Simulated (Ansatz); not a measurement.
H2O2Ti, SMILES [OH][Ti][OH] (connectivity only; charge and spin as stated), neutral, multiplicity 3.

Geometry: PBE0-D3(BJ)/def2-TZVP. The geometry has at least one imaginary mode, so it is a saddle point at that level. The spin state was assumed, not searched. The values are those of a single conformer.

Two levels are set side by side: PBE/def2-TZVPD (Ansatz, an electronic-structure program) and CAM-B3LYP/def2-TZVPD (Ansatz). Energy differences of separate SCF runs at the same geometry; the states with an electron removed or added have multiplicity 2 and 2. Differences are taken from unrounded values.

| quantity | CAM-B3LYP |
|---|---|
| vertical ionisation energy (eV) | 7.07 |

Task: What does PBE give, and how far is it from CAM-B3LYP? (An estimate is asked for; the answer gives what the named calculation found.)

Result: 
```tsv
quantity	PBE	PBE minus CAM-B3LYP
vertical ionisation energy (eV)	6.80	-0.27
```
